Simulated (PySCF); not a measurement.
## Gas-phase XPS of `C=N[SiH2]N`, computed

Species: CH6N2Si.
Z-matrix (Å and degrees, PBE0-D3(BJ)/def2-SVP geometry), rows numbered from 1:
```
C 
N   1  1.2611
Si  2  1.7652  1  124.23
N   3  1.7215  2  113.74  1  -124.89
H   1  1.1075  2  120.87  3   179.97
H   1  1.1141  2  124.49  3    -0.06
H   3  1.5012  2  109.99  1    -4.49
H   3  1.4898  2  105.51  1   116.18
H   4  1.0141  3  119.02  2    76.87
H   4  1.0142  3  119.42  2   -63.82
```

Theory: delta-SCF UKS SCAN, pcX-2 on the ionised atom, pcseg-1 elsewhere, spin-free X2C (PySCF 2.14.0). These are vertical core ionisation energies against the vacuum level, from separate self-consistent calculations with and without the core hole.

**Question.** What binding energy does each computed site have?

**Answer.** 
| atom(s) | environment | level | binding energy (eV) | 2p1/2 (eV) | above the level's lowest (eV) | count |
| --- | --- | --- | --- | --- | --- | --- |
| Si3 | SiH2 silicon | Si 2p3/2 | 107.00 | 107.62 | 0.00 | 1 |
| C1 | C=N carbon | C 1s | 291.99 | – | 0.00 | 1 |
| N2 | C=N nitrogen | N 1s | 404.29 | – | 0.00 | 1 |
| N4 | silicon-bound nitrogen | N 1s | 404.76 | – | +0.47 | 1 |
| Si3 | SiH2 silicon | Si 1s | 1846.96 | – | 0.00 | 1 |

Lowest listed N 1s: N2, bonded to C (double bond) and Si. Highest, 0.47 eV above it: N4, bonded to 2 H and Si.

**Question.** Which photon wavelength matches the Si 2p3/2 of Si3 threshold?

**Answer.** λ = hc/E = 12398.42 eV Å / 107.00 eV = 115.873 Å.

Spin–orbit and ligand-field terms were added within each 2p shell after the spin-free SCF. 2p1/2 minus 2p3/2 (ligand field included): Si 0.62 eV. One conformer (not necessarily the lowest) at the PBE0-D3(BJ)/def2-SVP geometry, without solvent, vibrations or thermal averaging.
